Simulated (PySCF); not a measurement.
## Simulated absorption spectrum

C7H14N3 (charge +1).
SMILES: `Cc1c([NH3+])cnn1C(C)C`

Computed with TDDFT B3LYP/def2-SVPD, vertical, gas phase, core orbitals frozen in the response in PySCF. Isolated species at its PBE0-D3(BJ)/def2-SVP geometry (one conformer only). Torsions of this conformer, `[CH3:1][c:2]1[c:3]([NH3+:4])[cH:5][n:6][n:7]1[CH:8]([CH3:9])[CH3:10]`: N6–N7–C8–C9 -62°.

Broadening: Gaussians 0.3 eV wide at half height, area fixed by f = 4.319×10⁻⁹ ∫ε dν̃. The cross-section is σ = 3.8235×10⁻²¹ ε cm², given in Mb (10⁻¹⁸ cm²). The width is an assumption, not a result. The curve ends short of the highest state used, and states not computed would add to its high-energy end.

(E (eV), σ (Mb)): (4.69, 0.00), (4.77, 0.00), (4.85, 0.00), (4.92, 0.01), (5.00, 0.04), (5.07, 0.07), (5.15, 0.13), (5.22, 0.18), (5.30, 0.23), (5.37, 0.22), (5.45, 0.15), (5.52, 0.08), (5.60, 0.03), (5.68, 0.02), (5.75, 0.05), (5.83, 0.17), (5.90, 0.40), (5.98, 0.73), (6.05, 0.91), (6.13, 0.93), (6.20, 1.05), (6.28, 1.87), (6.35, 3.52), (6.43, 6.09)

(1) Where are the band maxima, and which computed states make them?

(2) On this curve, what absorbance would a 10⁻³ mol/L sample give at 248 nm over a 1 cm path?

(3) Coming from long wavelengths, where does ε first pass 100 L mol⁻¹ cm⁻¹?

Results:

(1) 233 nm (5.32 eV), ε about 60, made up of S2 (90%); 203 nm (6.09 eV), ε about 240, made up of S3 (91%) (hardly more than a shoulder) (ε in L mol⁻¹ cm⁻¹; maxima over ε = 5, shares over 10%). At its high-energy end, 6.43 eV, the curve is still rising (ε about 1600, from S4, S5 and S6). The states used: S1 5.14 eV (f 0.0002); S2 5.34 eV (f 0.0006); S3 6.06 eV (f 0.0026); S4 6.40 eV (f 0.0037); S5 6.53 eV (f 0.0068); S6 6.55 eV (f 0.014); S7 6.69 eV (f 0.0008); S8 6.89 eV (f 0.0006); S9 6.99 eV (f 0.178); S10 7.03 eV (f 0.281).

(2) 248 nm is 4.999 eV, where ε is about 9.5 L mol⁻¹ cm⁻¹, so A = ε c l ≈ 0.0095 (Beer–Lambert, with the gas-phase spectrum and the assumed width).

(3) At about 210 nm (5.90 eV), 0.75 eV above S1.

The vertical ionisation energy (ΔSCF) is 13.08 eV, 6.05 eV above S10.

The run took 11 min on one thread of an Arm Neoverse V2 (shared host), and the process peaked at 1.4 GiB of memory.
